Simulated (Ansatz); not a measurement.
A structure relaxed at PBE-D4/def2-TZVPD in Ansatz, charge -1, doublet:

| atom | x (Å) | y (Å) | z (Å) |
| --- | --- | --- | --- |
| Os1 | 0.474 | 0.194 | -0.602 |
| O2 | -1.388 | -0.567 | 1.759 |
| O3 | -0.605 | -0.247 | 0.765 |
| O4 | 1.518 | 0.620 | -1.923 |

Problem. Give its formula and point group.

Solution. OsO3⁻. Point group C∞v (tolerance 0.1 Å).

Problem. Summarise the bond lengths by kind (pairs closer than 1.2 times the sum of covalent radii, bridged metal pairs left out).

Solution. 2 × O–Os 1.74 to 1.80 Å; 1 × O–O 1.30 Å. The metal has 2 neighbours: O 1.80 Å, O 1.74 Å.

In the def2 sets Os takes a core potential; there is no spin–orbit coupling. The structure holds one bond between oxygen atoms, so isomers without such links may lie far lower. Another isomer (doublet) lies 4.37 eV lower at PBE0-D4/def2-TZVPD; other spin states weren't run for this one.
